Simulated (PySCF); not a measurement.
**Radial density of Dy⁶³⁺ (dysprosium, charge +63)**

MN15, [He] 2s1, 2S determinant. Computed with PySCF 2.14 in an uncontracted even-tempered set (17 s from 40 bohr⁻², ratio 2.2; 8 p from 61 bohr⁻², ratio 2.4; 5 d from 180 bohr⁻², ratio 2.4; 5 f from 280 bohr⁻², ratio 2.4; 4 g from 410 bohr⁻², ratio 2.4), with the non-relativistic Hamiltonian (point nucleus).

| r (bohr) | 4πr²ρ (e/bohr) | 4πr²(ρα − ρβ) |
| --- | --- | --- |
| 0.000369 | 0.3180 | 0.0182 |
| 0.000621 | 0.8696 | 0.0497 |
| 0.00104 | 2.323 | 0.1326 |
| 0.00176 | 5.971 | 0.3400 |
| 0.00296 | 14.37 | 0.8126 |
| 0.00497 | 31.00 | 1.7178 |
| 0.00836 | 55.63 | 2.9018 |
| 0.0141 | 73.35 | 3.1062 |
| 0.0237 | 57.46 | 0.8281 |
| 0.0398 | 20.84 | 1.4538 |
| 0.0669 | 12.52 | 10.9342 |
| 0.113 | 8.174 | 8.1619 |
| 0.189 | 0.6042 | 0.6042 |
| 0.319 | 0.001734 | 0.0017 |

A non-relativistic calculation at this Z misses sizeable relativistic shifts.
